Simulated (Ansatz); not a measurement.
Gas-phase electronic energies from Ansatz, PBE0-D4/def2-TZVP geometries. CBS: MP2 limit from def2 TZ/QZ plus the TZ coupled-cluster correction, frozen cores. DFT in def2-TZVPP. For Ti outer-core shells are correlated without core-valence functions, which leaves a few kJ/mol of doubt a bond. Scalar relativity is left out up to krypton. Each species was taken in one conformer, which may not be the lowest.

`CS[SiH2]S` + `[OH][Ti]([F])([SH])[Cl]` → `C[O][Ti]([F])([SH])[Cl]` + `S[SiH2]S`  (substitution at a C–S bond)

```csv
level,ΔE (kcal/mol),difference from CCSD(T)/CBS
PBE-D4,6.8,0.3
PBE0-D4,6.9,0.4
ωB97X-V,6.2,-0.3
ωB97M-V,7.1,0.6
PBE,6.3,-0.2
MP2/def2-TZVPP,6.1,-0.4
CCSD/def2-TZVPP,5.1,-1.4
CCSD(T)/def2-TZVPP,5.1,-1.4
HF/def2-QZVPP,3.5,-3.0
HF/CBS(def2),3.5,-3.0
CCSD(T)/CBS,6.5,0
```

Largest T1 diagnostic among the species: 0.025, so the coupled-cluster value is less sure than usual.

In def2-TZVPP, CCSD(T) changes the Hartree–Fock value by +1.6 kcal/mol (the triples alone add −0.0 kcal/mol) and MP2 by +2.6 kcal/mol. The D4 term adds +1.0 kcal/mol with B3LYP and +0.5 kcal/mol with PBE0; it sums over pairs of atoms, weighted by their polarisabilities, and B3LYP, whose exchange is more repulsive, gets the larger term.

B3LYP here is the variant with VWN-RPA as its local correlation; programs differ in this.
